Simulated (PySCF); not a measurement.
Species: C₄H₈NOSi₂ (doublet state).
Geometry (GFN2-xTB, Å), atoms numbered from 1 in this order:
```
atom  x, y, z in Å
C1     3.771   -1.291   -0.288
C2     2.647   -0.559   -0.356
C3     1.610    0.107   -0.408
Si4    0.088    1.124   -0.492
N5    -1.148    0.276    0.414
Si6   -2.833    0.756    0.740
C7    -0.993   -0.900    1.013
O8    -1.919   -1.407    1.618
H9     3.752   -2.303    0.076
H10    4.715   -0.878   -0.595
H11   -0.387    1.238   -1.875
H12    0.296    2.418    0.164
H13   -2.986    0.954    2.171
H14   -3.719   -0.197    0.093
H15   -2.894    2.050    0.048
H16   -0.007   -1.377    0.935
```

The hyperfine couplings belong to this conformer and change with its torsions.

As a line formula: `[CH2]C#C[SiH2]N([SiH3])C=O` [radical].

Method: UKS B3LYP, pcH-1 on C H N O Si, non-relativistic, mean-field spin-orbit, GIAO in PySCF. One conformer (not necessarily the lowest) at the GFN2-xTB geometry, without solvent, vibrations or thermal averaging. GFN2-xTB frequencies show an imaginary mode (28i cm⁻¹), so this geometry is no minimum at that level. A GFN2-xTB geometry isn't a minimum of the functional, and hyperfine couplings can be far from their values at a DFT geometry. The SCF solution wasn't tested for stability.

The largest Mulliken spin populations are on C1 (+0.75), C3 (+0.58) and C2 (-0.28). The angles at C1 add up to 360.0°, so it is planar; its axial dipolar tensor and the negative couplings of its protons fit spin in a p orbital normal to that plane.

**Question.** McConnell's relation a(H) = Q·ρ ties the coupling of a proton on a planar π carbon to the spin population of that carbon. What Q do the computed values give?

**Answer.** 
```csv
H,C,ρ(C),a(H) (G),a/ρ (G)
H9,C1,+0.753,-18.29,-24.3
H10,C1,+0.753,-18.28,-24.3
```

These protons share one ρ (within 0.01), so their mean ratio, Q = -24.3 G, is no test of linearity.

Couplings in gauss use g_iso = 2.0027.

The run took 2.0 min (with the writing of density and orbital grids) on an Arm Neoverse V2 with one thread, no GPU, shared host, and the process peaked at 1.1 GiB of memory.
